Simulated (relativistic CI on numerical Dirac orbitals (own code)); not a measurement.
## W²⁺: 4d photoemission

Computed with this model: Dirac-Coulomb-Breit CI, KLI orbitals optimised for each configuration, model QED, valence Slater integrals scaled by 0.7, multiplet model of photoemission in the sudden approximation; configurations [Xe] 4f14 5d4 → [Kr] 4d9 4f14 5s2 5p6 5d4; 300 K; Lorentzian 3.5 eV and Gaussian 0.6 eV FWHM. Energies are those of the free ion, without screening or charge transfer. The energies are binding energies and can lie tens of eV above those of solids. S is read from ⟨S²⟩ = S(S + 1).

Field parameters in Wybourne normalisation: Td as Oh with Dq negative (B⁴₀ = 21Dq, B⁴₄ = √(5/14) B⁴₀). The field is a parameter set, without covalency.

Computed curve for Td, 10Dq = -19100 cm⁻¹, scaled to 100 at the maximum (points under 2 are left out and the grid is thinned):

```
Energy (eV)  Intensity
      258.8        2.0
      259.6        2.2
      260.0        2.4
      260.8        2.7
      261.2        2.9
      262.0        3.3
      262.8        3.8
      263.2        4.1
      264.0        4.8
      264.4        5.3
      265.2        6.4
      266.0        7.9
      266.4        8.9
      267.2       11.4
      268.0       15.2
      268.4       17.8
      269.2       25.4
      269.6       30.9
      270.4       47.5
      271.2       72.9
      271.6       86.7
      272.4      100.0
      272.8       94.4
      273.6       70.1
      274.4       48.0
      274.8       40.1
      275.6       29.0
      276.0       25.2
      276.8       19.5
      277.6       15.8
      278.0       14.5
      278.8       13.0
      279.6       12.7
      280.0       13.0
      280.8       14.5
      281.2       15.8
      282.0       20.3
      282.8       28.5
      283.2       34.6
      284.0       51.4
      284.4       60.2
      285.2       67.3
      286.0       54.6
      286.4       45.7
      287.2       31.3
      287.6       26.1
      288.4       18.5
      289.2       13.4
      289.6       11.5
      290.4        8.6
      291.2        6.7
      291.6        6.0
      292.4        4.8
      292.8        4.4
      293.6        3.7
      294.4        3.2
      294.8        2.9
      295.6        2.5
      296.0        2.4
      296.8        2.1
```

The ground state has S = 0.22, and the centroid lies at 277.55 eV.
